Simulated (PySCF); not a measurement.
Compound: C8H12O.
Numbering: `[CH3:1][CH:2]([CH3:3])[C:4]1=[CH:5][C:6](=[O:7])[CH2:8][CH2:9]1` (hydrogens: H10, H11, H12 on C1; H13 on C2; H14, H15, H16 on C3; H17 on C5; H18, H19 on C8; H20, H21 on C9)

Computed with PySCF at PBE0/pcSseg-1, non-relativistic, on one gas-phase PBE0-D3(BJ)/def2-SVP geometry that isn't relaxed in the solvent. The solvent is an IEF-PCM continuum (van der Waals radii × 1.2). Specific hydrogen bonds and non-electrostatic terms are outside this model.

Gas phase at PBE0/pcSseg-1: HOMO -6.92 eV, LUMO -1.13 eV, dipole 4.45 D.

What does the continuum do to the energy, the frontier levels and the dipole at PBE0/pcSseg-1 in cyclohexane and dimethylsulfoxide?

| solvent | ε | E(solvent) − E(gas) (kcal/mol) | polarisation term (kcal/mol) | distortion of the solute (kcal/mol) | HOMO (eV) | LUMO (eV) | dipole (D) |
| --- | --- | --- | --- | --- | --- | --- | --- |
| cyclohexane | 2.017 | -2.73 | -2.98 | 0.25 | -7.01 | -1.12 | 5.04 |
| dimethylsulfoxide | 46.83 | -6.79 | -8.41 | 1.62 | -7.18 | -1.14 | 6.00 |

Polarisation term: ½ Σ q·V over the induced surface charges. Distortion: the rise of the solute's own energy as its density leaves the gas-phase optimum. From cyclohexane to dimethylsulfoxide the lowering changes by a factor 2.48, Onsager's factor (ε − 1)/(2ε + 1) by 2.40 and ε itself by 23.2.

Which radius a makes the point-dipole formula ΔE = −[(ε − 1)/(2ε + 1)]·μ²/a³ give the value in dimethylsulfoxide, with the gas-phase dipole?

μ = 1.750 au and |ΔE| = 0.01082 Eh give a = 2.73 Å; the farthest nucleus lies 3.68 Å from the centroid of the nuclei, so such a sphere wouldn't even hold the nuclei. The formula assumes a rigid point dipole at the centre of a sphere.

Which Hirshfeld charges (PBE0/pcSseg-1) respond most in cyclohexane (means over atoms taken as equivalent)?

```
  atoms                      environment  gas (e)  solvent (e)  change
     O7                    ketone oxygen   -0.265       -0.288  -0.023
     C4  fully substituted alkene carbon   +0.043       +0.048  +0.005
     C5                 alkene CH carbon   -0.075       -0.079  -0.004
H20/H21               methylene hydrogen   +0.045       +0.049  +0.004
    H13                 methine hydrogen   +0.043       +0.045  +0.002
H18/H19               methylene hydrogen   +0.053       +0.055  +0.002
```

Which Mayer bond orders change most in cyclohexane?

```
  bond  length (Å)    gas  solvent  change
 C6–O7       1.208  1.974    1.950  -0.024
 C5–C6       1.474  1.024    1.034  +0.010
 C4–C5       1.348  1.711    1.702  -0.009
 C6–C8       1.528  1.006    1.012  +0.006
 C9–C4       1.510  1.037    1.040  +0.003
C8–H18       1.101  0.930    0.927  -0.003
C8–H19       1.100  0.931    0.928  -0.003
C2–H13       1.107  0.924    0.922  -0.002
```

How do the nuclear quadrupole coupling constants eQVzz/h respond in cyclohexane?

```tsv
nucleus	Q (barn)	gas (MHz)	solvent (MHz)	η gas	η solvent
17O at O7	-0.0256	11.26	11.02	0.37	0.32
```

Cost: about 60 s of CPU time on one thread; the machine was shared, so the figure is rough. This is the whole shielding run at PBE0/pcSseg-1 in dimethylsulfoxide, SCF included.

Conformer computed: `[CH3:1][CH:2]([CH3:3])[C:4]1=[CH:5][C:6](=[O:7])[CH2:8][CH2:9]1`: C1–C2–C4–C5 -12°.
